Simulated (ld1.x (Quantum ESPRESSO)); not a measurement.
**Before and after: TM potential for sulfur**

S (Z = 16), norm-conserving Troullier–Martins (Kleinman–Bylander form), made with ld1.x (Quantum ESPRESSO) 7.5 (LDA (PZ), scalar-relativistic). Core [Ne], reference 3s2 3p4. Waves: 3s (bound): rc 1.45 bohr; 3p (bound): rc 1.30 bohr; 3d channel at 0.45 Ry: rc 1.55 bohr. Local part: the d channel. Core correction: none.

Change: functional PBE.

Cutoffs: the cutoffs (Ry, on a coarse ladder) from which the occupation-weighted sum of valence levels, in a spherical-Bessel basis at the reference potential, stays within 10 and 1 mRy of its value at 400 Ry; they do not see the model core or the augmentation charge, which bear on the density cutoff. Errors are all-electron minus pseudo energies relative to the spin-unpolarised reference configuration.

**Question.** What does the change do?

**Answer.** The potential gets neither clearly harder nor softer (50 Ry and 90 Ry → 50 Ry and 100 Ry); the number of tests with a reliable result goes from 9 to 7; of the 7 tests that both files solve, the error grows in 0 and shrinks in 7 by more than 15 % and 0.3 meV (median size 12.2 → 3.9 meV); neither file shows a bound ghost.

```csv
quantity,base,changed
"cutoff, loose",50 Ry,50 Ry
"cutoff, tight",90 Ry,100 Ry
bound ghosts,none,none
"error for 3s2 3p3, meV [ΔE 11.86 → 11.77 eV]",+5.9,+3.6
"error for 3s2 3p2, meV [ΔE 34.24 → 34.05 eV]",+43,+27
"error for 3s2 3p1, meV [ΔE 68.39 → 68.09 eV]",+159,+100
"error for 3s2 3p3.5, meV [ΔE 4.71 → 4.66 eV]",+0.9,+0.5
"error for 3s0 3p6, meV [ΔE 20.61 → 20.74 eV]",+12,+3.9
"error for 3s1 3p5, meV [ΔE 10.24 → 10.31 eV]",+2.8,+1.2
"error for 3s1 3p4, meV [ΔE 22.66 → 22.65 eV]",+14,+9.1
s: phases at 1.71 bohr within 0.05 rad from the reference energy up to (Ry; the scan ends near 5),1.5,1.6
p: phases at 1.71 bohr within 0.05 rad from the reference energy up to (Ry; the scan ends near 5),4.6,4.7
d: phases at 1.71 bohr within 0.05 rad from the reference energy up to (Ry; the scan ends near 5),to the end of the scan,to the end of the scan
```
